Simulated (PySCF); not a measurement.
Al(Me)(vinyl)(OH) (C3H7AlO), SMILES C=[CH][Al]([CH3])[OH].

Geometry optimised at PBE0-D3(BJ)/def2-SVP. The structure was generated by enumeration; whether it is a known compound was not checked. The values are those of a single conformer.

The numbers are results of IEF-PCM-B3LYP/def2-SVP in PySCF, not measurements.

The values are the electrostatic part of the solvation free energy, E(continuum) − E(gas) at the gas-phase geometry, in a cavity of scaled van der Waals radii (PySCF's table); cavitation and dispersion terms are not included. A continuum can't describe solvent molecules that bind to the metal. In vacuum the orbital gap is 6.45 eV. The dipole moment in vacuum is 1.27 D.

| solvent | ε | ΔG(elec) (kcal/mol) | dipole (D) | gap (eV) |
|---|---|---|---|---|
| water | 78.36 | -5.6 | 1.57 | 6.52 |
| diethylether | 4.24 | ? | ? | ? |
| benzene | 2.27 | -2.4 | 1.39 | 6.48 |

### Question
Some entries are withheld; supply them. (The exact figures need the calculation; the answer reports its results.)

### Answer

- diethylether, ΔG(elec) (kcal/mol): -3.7
- diethylether, dipole (D): 1.46
- diethylether, gap (eV): 6.50
